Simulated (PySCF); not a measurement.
# The second ionisation energy along the halogens

Calculated with PySCF 2.14 from differences of total energies of unrestricted determinants, without spin-orbit coupling. Values in eV. The last column holds reference values (NIST; (s) semi-empirical, (t) theoretical, else measured). Unmarked ones compare directly (S terms, centres of terms, or small fine structure); those marked * lie between the lowest fine-structure levels and include a spin-orbit shift.

```json
{"element": "F (dyall-av2z, non-relativistic)", "configurations": "[He] 2s2 2p4 → [He] 2s2 2p3", "UHF": "33.346", "LDA": "35.252", "PBE": "35.391", "r2SCAN": "35.073", "MP2 (valence)": "34.361", "SCS-MP2 (valence)": "34.419", "reference": "34.950"}
{"element": "Cl (dyall-av2z, non-relativistic)", "configurations": "[Ne] 3s2 3p4 → [Ne] 3s2 3p3", "UHF": "22.519", "LDA": "23.952", "PBE": "23.804", "r2SCAN": "23.737", "MP2 (valence)": "23.077", "SCS-MP2 (valence)": "23.110", "reference": "23.771"}
{"element": "Br (dyall-av2z, non-relativistic)", "configurations": "[Ar] 3d10 4s2 4p4 → [Ar] 3d10 4s2 4p3", "UHF": "20.211", "LDA": "21.649", "PBE": "21.347", "r2SCAN": "21.428", "MP2 (valence)": "20.677", "SCS-MP2 (valence)": "20.703", "reference": "21.409"}
{"element": "I (dyall-av2z, non-relativistic)", "configurations": "[Kr] 4d10 5s2 5p4 → [Kr] 4d10 5s2 5p3", "UHF": "17.595", "LDA": "18.980", "PBE": "18.657", "r2SCAN": "18.685", "MP2 (valence)": "17.975", "SCS-MP2 (valence)": "17.994", "reference": "18.750"}
```

Which of these methods has the smallest mean absolute error against the measured values here?

r2SCAN, with 0.060 eV.

```tsv
method	elements	mean error (eV)	mean absolute error (eV)	largest error (eV)
UHF	4	-1.302	1.302	-1.604
LDA	4	0.238	0.238	0.302
PBE	4	0.080	0.157	0.441
r2SCAN	4	0.011	0.060	0.123
MP2 (valence)	4	-0.697	0.697	-0.774
SCS-MP2 (valence)	4	-0.663	0.663	-0.755
```

Errors include the incompleteness of the basis and the frozen core.

"Valence" correlates the outer s and p shells and, in groups 3 to 12 and the f block, the outer d or f shell, open or full, or the next shell where the ion has no valence electron left; the wider scheme adds the next inner shell.
